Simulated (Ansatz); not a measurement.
`N#C[SiH2][SiH2]Cl` + CH₃OH → `CO[SiH2]C#N` + `[SiH3]Cl`  (cleavage of the Si–Si bond)

Isolated molecules relaxed with PBE0-D4/def2-TZVP in Ansatz; ΔE leaves out vibrations. CCSD(T)/CBS adds triple-zeta CCSD(T) − MP2 to the extrapolated MP2 energy (def2 sets, frozen cores). This one scheme is used for every species. DFT in def2-TZVPP. Each species was taken in one conformer, which may not be the lowest.

`N#C[SiH2][SiH2]Cl`:

```xyz
9

N     2.212    1.789   -1.302
C     1.631    0.842   -0.996
Si    0.635   -0.620   -0.459
Si   -1.174    0.204    0.779
Cl   -2.287   -1.420    1.378
H     0.194   -1.328   -1.684
H     1.521   -1.482    0.357
H    -0.704    0.931    1.981
H    -2.026    1.085   -0.055
```

CH₃OH:

```xyz
6

C     0.216   -0.053   -0.278
O    -0.247   -0.176    1.047
H     1.134   -0.637   -0.351
H     0.450    0.985   -0.544
H    -0.499   -0.450   -1.009
H    -1.056    0.332    1.136
```

`CO[SiH2]C#N`:

```xyz
10

C    -1.121    0.992   -0.488
O     0.290    0.886   -0.470
Si    1.118   -0.147    0.471
C     0.582   -1.887    0.090
N     0.219   -2.953   -0.151
H    -1.513    1.242    0.503
H    -1.387    1.790   -1.182
H    -1.580    0.060   -0.829
H     2.549   -0.023    0.141
H     0.844    0.039    1.916
```

`[SiH3]Cl`:

Cartesian coordinates in Å:
```
Si -0.017 0.090 0.090
Cl 0.262 -1.344 -1.353
H 0.007 -0.568 1.417
H -1.328 0.740 -0.139
H 1.077 1.082 -0.014
```

```tsv
level	ΔE (kcal/mol)
CAM-B3LYP-D4	-25.2
PBE-QIDH	-22.7
PBE0	-19.5
r2SCANh	-22.6
CCSD(T)/def2-SVP	-22.8
CCSD/def2-TZVPP	-24.7
MP2/def2-QZVPP	-25.5
HF/CBS(def2)	-29.7
```

Question: What does CCSD(T)/CBS give? (An estimate is asked.)

Answer: Computed: -23.5 kcal/mol. The listed levels differ from it by -1.7, 0.8, 4.0, 0.9, 0.7, -1.2, -2.0, -6.2 kcal/mol.

Question: What do rigid-rotor, harmonic-oscillator terms from PBE0-D4/def2-TZVP frequencies (298.15 K, 1 bar) make of the CCSD(T)/CBS value? (Estimate.)

Answer: The calculation gave: ΔZPE = -0.9 kcal/mol, ΔH = -24.8 kcal/mol, ΔS = -13 J/(mol·K), ΔG = -23.9 kcal/mol. Modes under 50 cm⁻¹ make the entropy rough.

Largest T1 diagnostic among the species: 0.013.

From PBE to PBE0 (25 % exact exchange), in def2-TZVPP and without D4, ΔE moves by −1.7 kcal/mol. Leaving LDA and LC-ωPBE aside and taking each functional with its dispersion term where it has one, the values, not all of them listed here, spread over 7.7 kcal/mol, from BHLYP-D4 to PBE-D4. LDA lies −1.1 kcal/mol from PBE without D4. In def2-TZVPP, CCSD(T) changes the Hartree–Fock value by +5.2 kcal/mol (the triples alone add +0.7 kcal/mol) and MP2 by +3.6 kcal/mol.

CCSD(T)/CBS has its own doubt, a few kJ/mol and more with outer-core shells, so smaller differences from it don't rank the levels.
